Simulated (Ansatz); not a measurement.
`[F][SnH]([Cl])[Cl]` + `CCNC` → `CC[N](C)[SnH]([F])[Cl]` + HCl at 600 K and 1 bar (ligand exchange at the Sn–Cl bond).

Computed with Ansatz on PBE0-D4/def2-TZVP structures; ΔE is electronic, products minus reactants. CBS: MP2 limit from def2 TZ/QZ plus the TZ coupled-cluster correction, frozen cores. This one scheme is used for every species. Elements past krypton have def2 core potentials. For Sn outer-core shells are correlated without core-valence functions, which leaves a few kJ/mol of doubt a bond. Each species was taken in one conformer, which may not be the lowest.

| species | CCSD(T)/CBS energy (Eh) | H − E (kJ/mol) | S (J/(mol·K)) |
| --- | --- | --- | --- |
| `[F][SnH]([Cl])[Cl]` | -1234.09211 | 75.3 | 407.0 |
| `CCNC` | -174.26710 | 371.8 | 385.5 |
| `CC[N](C)[SnH]([F])[Cl]` | -947.95175 | 406.0 | 570.7 |
| HCl | -460.38127 | 35.4 | 207.2 |

H − E and S are ideal-gas, rigid-rotor, harmonic terms from PBE0-D4/def2-TZVP, for one conformer and one mirror image of each species. 1 Eh = 2625.50 kJ/mol, R = 8.31446 J/(mol·K).

Task: By hand: ΔE, ΔH, ΔS and ΔG.

Result: ΔE = (-947.95175) + (-460.38127) − (-1234.09211) − (-174.26710) = 0.02619 Eh = 68.8 kJ/mol. Δ(H − E) = 406.0 + 35.4 − 75.3 − 371.8 = -5.7, so ΔH = 63.1 kJ/mol. ΔS = 570.7 + 207.2 − 407.0 − 385.5 = -14.6 J/(mol·K). ΔG = 63.1 − 600 × (-14.6)/1000 = 71.9 kJ/mol.

Task: By hand: the equilibrium constant, and the temperature at which ΔG would vanish if ΔH and ΔS stayed fixed.

Result: log₁₀ K = −ΔG/(RT ln 10) = -6.3. ΔH and −TΔS have one sign here, so there is no such temperature.

The number of gas molecules stays the same, so ΔS is small and ΔH decides. A doubt of 5 kJ/mol in ΔE shifts log₁₀ K by 0.4 here. Other conformers and mirror images would add mixing entropy, several J/(mol·K) or more a flexible species. Modes under 60 cm⁻¹, often nearly free rotors, make the harmonic entropy too high. These are equilibria of isolated gas molecules and say nothing of rates. Largest T1 diagnostic: 0.013 (customary marks: 0.02 for closed shells, 0.045 for open ones).
